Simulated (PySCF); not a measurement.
YOCl, SMILES [Cl][Y]=[O].

The structure is a stationary point at PBE0-D3(BJ)/def2-TZVP. The def2 effective core potentials stand for the cores of Y; spin–orbit coupling is left out.

Two levels are set side by side: PBE/def2-TZVPD (PySCF) and r2SCAN/def2-TZVPD (PySCF). Same geometry, gas phase. Differences are taken from unrounded values.

| quantity | r2SCAN | PBE | PBE minus r2SCAN |
|---|---|---|---|
| orbital gap (eV) | 3.35 | 2.60 | -0.75 |
| highest occupied level (eV) | -5.94 | -5.75 | 0.18 |
| lowest empty level (eV) | -2.59 | -3.16 | -0.57 |
| dipole moment (D) | 7.39 | 7.07 | -0.32 |
| mean polarisability (bohr³) | 52.8 | 55.8 | 3.0 |

Rough cost on one machine, each run with all the roots and properties that it gave: r2SCAN against PBE about 3 times.
